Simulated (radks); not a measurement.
Species: Fe II. Configuration: [Ar] 3d6 4s1 (the NIST ground configuration).

All-electron calculation, non-relativistic Kohn-Sham, PBE, spin-polarised, spherical densities, point nucleus; open shells are filled with parallel spins first. Program: a radial shooting solver on a logarithmic mesh with Libxc functionals.

Energy parts (eV):
part                      energy
total                 -34372.007
kinetic                34345.741
electron-nucleus      -81588.622
Hartree                14370.772
exchange-correlation   -1499.898

Orbitals (lengths in bohr, moments of r in powers of bohr):
[
 {"orbital": "1s up", "occ.": "1", "eigenvalue (eV)": "-6941.008", "<1/r>": "25.52"},
 {"orbital": "1s down", "occ.": "1", "eigenvalue (eV)": "-6940.977", "<1/r>": "25.52"},
 {"orbital": "2s up", "occ.": "1", "eigenvalue (eV)": "-814.8316", "<1/r>": "5.460"},
 {"orbital": "2s down", "occ.": "1", "eigenvalue (eV)": "-812.8887", "<1/r>": "5.469"},
 {"orbital": "2p up", "occ.": "3", "eigenvalue (eV)": "-704.1069", "<1/r>": "5.413"},
 {"orbital": "2p down", "occ.": "3", "eigenvalue (eV)": "-702.6507", "<1/r>": "5.421"},
 {"orbital": "3s up", "occ.": "1", "eigenvalue (eV)": "-101.8891", "<1/r>": "1.723"},
 {"orbital": "3s down", "occ.": "1", "eigenvalue (eV)": "-97.5185", "<1/r>": "1.716"},
 {"orbital": "3p up", "occ.": "3", "eigenvalue (eV)": "-69.5764", "<1/r>": "1.598"},
 {"orbital": "3p down", "occ.": "3", "eigenvalue (eV)": "-65.2561", "<1/r>": "1.589"},
 {"orbital": "3d up", "occ.": "5", "eigenvalue (eV)": "-17.5845", "<1/r>": "1.235"},
 {"orbital": "3d down", "occ.": "1", "eigenvalue (eV)": "-13.5125", "<1/r>": "1.202"},
 {"orbital": "4s up", "occ.": "1", "eigenvalue (eV)": "-12.8842", "<1/r>": "0.4838"},
 {"orbital": "4s down", "occ.": "0", "eigenvalue (eV)": "-10.6985", "<1/r>": "0.4643"}
]

The highest occupied level is 4s up at -12.884 eV. Summed over all electrons, <r^2> = 25.21 bohr^2, which gives a Langevin (diamagnetic) susceptibility term of -20 x 10^-6 cm^3/mol. Virial ratio -V/T = 2.00076. For comparison, the ionisation energy in NIST's Atomic Spectra Database is 16.199 eV (measured). In exact Kohn-Sham theory the highest level is minus the ionisation energy, but local and semilocal functionals leave it too shallow, through self-interaction and a potential that decays too fast; potentials with the right tail come closer. The density falls to 0.001 e/bohr^3 at r = 3.85 bohr. The spin density at the nucleus is 5.173 e/bohr^3 (1s 0.027, 2s -1.594, 3s 0.738, 4s 6.003), a Fermi contact field of 271 T. Spin moment in Bohr magnetons: 5.
